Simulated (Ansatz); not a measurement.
`C[O][Mo]([F])(=[S])([Cl])[Cl]`, relaxed with RKS PBE-D4/def2-SVP in Ansatz from a rough embedded geometry. The force threshold is 0.03 eV/Å; the program also tests the step.

The species carries charge 0 and has multiplicity 1. Mo: def2 effective core potential.

Start:

```xyz
10

C    -1.342    0.385   -1.198
O    -0.286   -0.612   -1.012
Mo    0.683   -0.124    0.716
F     1.181   -1.877    0.079
S     1.624   -1.095    2.561
Cl    3.256   -0.295    0.946
Cl   -0.450    1.869    1.531
H    -1.632    0.678   -0.119
H    -0.915    1.236   -1.784
H    -2.119   -0.165   -1.721
```

How much energy does the relaxation release, and in how many steps? (An estimate is asked.)

Computed: 4.78 eV, in 20 steps, 1 of them rejected.

Which bonds change most? (Estimate.)

The calculation gave: Mo3–Cl6 from 2.589 to 2.310 Å; O2–Mo3 from 2.040 to 1.856 Å; Mo3–S5 from 2.288 to 2.105 Å; Mo3–Cl7 from 2.434 to 2.338 Å.

Give the relaxed structure. (Best estimate.)

Computed: 
```xyz
10

C    -1.394    0.321   -1.064
O    -0.603   -0.448   -0.203
Mo    0.985   -0.413    0.755
F     1.727   -1.601   -0.487
S     0.576   -1.535    2.488
Cl    3.156    0.297    1.104
Cl    0.364    1.783    1.262
H    -1.434    1.364   -0.666
H    -0.961    0.339   -2.089
H    -2.417   -0.108   -1.099
```
